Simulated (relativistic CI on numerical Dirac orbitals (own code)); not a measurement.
# Ru³⁺: M2,3 absorption edge

Computed with this model: Dirac-Coulomb-Breit CI, KLI orbitals optimised for each configuration, model QED, valence Slater integrals scaled by 0.7, multiplet model of core-to-valence dipole absorption; configurations [Kr] 4d5 → [Ne] 3s2 3p5 3d10 4s2 4p6 4d6; 300 K; Lorentzian 2 eV and Gaussian 0.4 eV FWHM. Energies are those of the free ion, without screening or charge transfer. The branching ratio is the share of the lower-energy edge in the whole absorption, uncertain by about 0.02 where the edges overlap. S is read from ⟨S²⟩ = S(S + 1).

Field parameters in Wybourne normalisation: D3d B²₀ = −7Dσ, B⁴₀ = −14Dq − 21Dτ, B⁴₃ = −14√(10/7) Dq. The field is a parameter set, without covalency.

free ion: ground-state S = 2.49, centroid 472.55 eV, branching ratio 0.763. Peaks (eV, height): 467.2 (100), 490.0 (32).

D3d, 10Dq = 38050, Dσ = -1200, Dτ = -70 cm⁻¹: ground-state S = 0.51, centroid 473.15 eV, branching ratio 0.765. Peaks (eV, height): 464.5 (38), 468.5 (100), 487.2 (9), 491.0 (34).

D3d, 10Dq = 38050, Dσ = -170, Dτ = -70 cm⁻¹: ground-state S = 0.51, centroid 472.32 eV, branching ratio 0.798. Peaks (eV, height): 464.5 (45), 468.5 (100), 491.0 (33).

The statistical ratio of this edge is 2/3 = 0.667. Values above it arise where the holes sit mainly in the j = l + 1/2 valence subshell or the ground state has high spin; values below it where core-valence Coulomb terms move weight to the upper edge, as in nearly empty shells.

Strongest unbroadened transitions for D3d, 10Dq = 38050, Dσ = -1200, Dτ = -70 cm⁻¹:

```csv
Energy (eV),Relative strength
464.52,40.1
464.57,100.0
467.82,15.8
467.97,13.5
468.15,20.2
468.22,13.6
468.32,83.3
468.38,55.6
468.39,73.5
468.79,27.9
468.92,20.6
470.01,16.7
487.11,28.3
490.74,18.3
490.75,29.3
490.84,44.7
491.46,16.9
491.49,17.9
```
